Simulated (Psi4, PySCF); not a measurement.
Two rigid molecules brought together: BCl3 ··· H4OSi (SMILES ClB(Cl)Cl and O[SiH3]). Monomers: optimised at B3LYP-D3(BJ) (def2-TZVP), held rigid. Orientation: lowest of the rigid-body minima from ten starts at GFN2-xTB (searched outside a hard wall at short contacts). The monomers approach along the line of their centres of mass (distance R); nothing else relaxes. The shortest distances reach bonding range, where SAPT0 and rigid monomers are unreliable.

Methods: RKS-B3LYP/6-311+G** = restricted B3LYP/6-311+G**, spherical d, no counterpoise correction (PySCF 2.14.0); SAPT0/jun-cc-pVDZ, frozen core (Psi4).

Interaction energies in kJ/mol:

```tsv
R / Å	RKS-B3LYP/6-311+G**
2.66	96.44
2.90	40.41
3.10	15.15
3.28	2.56
3.49	-4.66
3.65	-6.91
4.01	-7.08
4.27	-5.73
4.78	-3.34
5.45	-1.71
6.50	-0.84
7.77	-0.33
```

Problem. Predict the corresponding SAPT0/jun-cc-pVDZ column.

Solution. 2.66: 54.31; 2.90: 12.80; 3.10: -4.78; 3.28: -12.66; 3.49: -16.06; 3.65: -16.19; 4.01: -13.21; 4.27: -10.44; 4.78: -6.10; 5.45: -2.98; 6.50: -1.09; 7.77: -0.40 (kJ/mol).
